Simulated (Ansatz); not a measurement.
Consider the substitution at a C–C bond: `COC(C)F` + `C=CN[SiH3]` → `C=CN(C)[SiH3]` + `COCF`.

Program: Ansatz. Geometries: PBE0-D4/def2-TZVP. ΔE: electronic, gas phase. CCSD(T)/CBS is the MP2 limit (def2-TZVPP, def2-QZVPP) plus CCSD(T) − MP2 in def2-TZVPP, frozen cores. This one scheme is used for every species. DFT in def2-TZVPP. HSE06 is defined as in plane-wave codes. One conformer a species, not always the lowest.

`COC(C)F`:

Z-matrix (Å, degrees):
```
C
O 1 1.412
H 1 1.093 2 111.3
H 1 1.089 2 106.9 3 119.4
H 1 1.097 2 110.9 3 -121.7
C 2 1.369 1 114.1 3 65.6
F 6 1.393 2 109.7 1 -67.2
C 6 1.500 2 109.5 1 173.3
H 6 1.101 2 110.8 1 48.2
H 8 1.091 6 109.4 2 57.0
H 8 1.090 6 110.0 2 177.1
H 8 1.091 6 109.9 2 -62.7
```

`C=CN[SiH3]`:

```xyz
11

C    -0.344    1.130   -1.814
C     0.022    0.196   -0.937
N    -0.014    0.300    0.440
Si    0.250   -0.997    1.553
H    -0.735    2.091   -1.501
H    -0.249    0.945   -2.875
H     0.408   -0.755   -1.296
H    -0.359    1.183    0.785
H     0.515   -0.380    2.876
H    -0.910   -1.923    1.682
H     1.415   -1.790    1.086
```

`C=CN(C)[SiH3]`:

Cartesian coordinates in Å:
```
C -2.064 -0.135 0.709
C -0.917 -0.700 0.319
N 0.208 -0.052 -0.148
C 0.154 1.388 -0.237
Si 1.707 -0.875 -0.420
H -2.880 -0.763 1.035
H -2.224 0.935 0.712
H -0.819 -1.782 0.347
H -0.674 1.705 -0.881
H 0.013 1.849 0.748
H 1.082 1.773 -0.665
H 2.693 -0.654 0.676
H 2.315 -0.365 -1.676
H 1.405 -2.324 -0.520
```

`COCF`:

```xyz
9

C    -0.369   -0.946   -0.589
O     0.239   -0.496    0.606
C     0.452    0.849    0.647
F    -0.738    1.545    0.757
H     0.211   -0.628   -1.464
H    -0.387   -2.034   -0.547
H    -1.392   -0.570   -0.680
H     0.939    1.218   -0.267
H     1.045    1.062    1.537
```

(1) Is it downhill or uphill in electronic energy at CCSD(T)/CBS, and by how much? (An estimate is asked.)

(2) What do these levels give: PBE0-D4, HSE06-D4, PBE-QIDH, BLYP, PBE0, r2SCAN0, HSE06, MP2/def2-SVP, HF/def2-TZVPP, HF/def2-QZVPP, HF/CBS(def2), CCSD/CBS(def2)? (Estimate.)

(3) What do rigid-rotor, harmonic-oscillator terms from PBE0-D4/def2-TZVP frequencies (298.15 K, 1 bar) make of the CCSD(T)/CBS value? (Best estimate.)

Largest T1 diagnostic among the species: 0.012.

## Answers

(1) Ansatz gave: Uphill: ΔE = +0.50 eV.

(2) The calculation gave: PBE0-D4 0.49, HSE06-D4 0.49, PBE-QIDH 0.50, BLYP 0.52, PBE0 0.52, r2SCAN0 0.54, HSE06 0.52, MP2/def2-SVP 0.49, HF/def2-TZVPP 0.58, HF/def2-QZVPP 0.57, HF/CBS(def2) 0.57, CCSD/CBS(def2) 0.52 eV.

(3) Ansatz gave: ΔZPE = +0.03 eV, ΔH = +0.53 eV, ΔS = -4 J/(mol·K), ΔG = +0.54 eV.

Leaving LDA and LC-ωPBE aside and taking each functional with its dispersion term where it has one, the values, not all of them listed here, spread over 0.12 eV, from revPBE-D4 to B97M-V. The D4 term adds −0.06 eV with B3LYP and −0.03 eV with PBE0; it sums over pairs of atoms, weighted by their polarisabilities, and B3LYP, whose exchange is more repulsive, gets the larger term. In def2-TZVPP, CCSD(T) changes the Hartree–Fock value by −0.09 eV (the triples alone add −0.02 eV) and MP2 by −0.11 eV.

B3LYP here is the variant with VWN-RPA as its local correlation; programs differ in this.
